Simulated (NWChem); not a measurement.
System meant: CoHSBr, quartet; SMILES [SH][Co][Br]

Input file for NWChem:

```
start job
memory heap 200 mb stack 900 mb global 1100 mb
geometry units angstroms noautoz
  Co     0.009826     0.462795    -0.000284
  Br     0.083439    -1.798149    -0.000570
  S     -0.133937     2.650136    -0.000024
  H     -1.487091     2.607790     0.030215
end
basis spherical
  * library def2-svp
end
dft
  odft
  mult 5
  xc b3lyp
  iterations 150
  mulliken
end
task dft energy
```

End of the output:

```
                                 NWChem DFT Module
                                 -----------------

 Summary of "ao basis" -> "ao basis" (spherical)
 ------------------------------------------------------------------------------
       Tag                 Description            Shells   Functions and Types
 ---------------- ------------------------------  ------  ---------------------
 Co                         def2-svp                11       31   5s3p2d1f
 Br                         def2-svp                12       32   5s4p3d
 S                          def2-svp                 8       18   4s3p1d
 H                          def2-svp                 3        5   2s1p

 Summary of "ao basis" -> "ao basis" (spherical)
 ------------------------------------------------------------------------------
       Tag                 Description            Shells   Functions and Types
 ---------------- ------------------------------  ------  ---------------------
 Co                         def2-svp                11       31   5s3p2d1f
 Br                         def2-svp                12       32   5s4p3d
 S                          def2-svp                 8       18   4s3p1d
 H                          def2-svp                 3        5   2s1p

      Symmetry analysis of basis
      --------------------------

        a'         60
        a"         26

  number of electrons :                   79
  multiplicity        :                    5
 ------------------------------------------------------------------------
  no. of electrons and multiplicity not compatible                  79
 ------------------------------------------------------------------------
 ------------------------------------------------------------------------
  current input line :
    19: task dft energy
 ------------------------------------------------------------------------
 ------------------------------------------------------------------------
 There is an error in the input file
 ------------------------------------------------------------------------
 For more information see the NWChem manual at https://nwchemgit.github.io

0: no. of electrons and multiplicity not compatible:Received an Error in Communication
```

Question: Find the fault in this run and fix the input.

Answer: The input was rejected before any calculation. Cause: the multiplicity doesn't fit the number of electrons (an even count wants an odd multiplicity, and the reverse). This input runs:
```
start job
memory heap 200 mb stack 900 mb global 1100 mb
geometry units angstroms noautoz
  Co     0.009826     0.462795    -0.000284
  Br     0.083439    -1.798149    -0.000570
  S     -0.133937     2.650136    -0.000024
  H     -1.487091     2.607790     0.030215
end
basis spherical
  * library def2-svp
end
dft
  odft
  mult 4
  xc b3lyp
  iterations 150
  mulliken
end
task dft energy
```
It converges to -4355.22247 Ha (B3LYP/def2-SVP, spin-unrestricted).
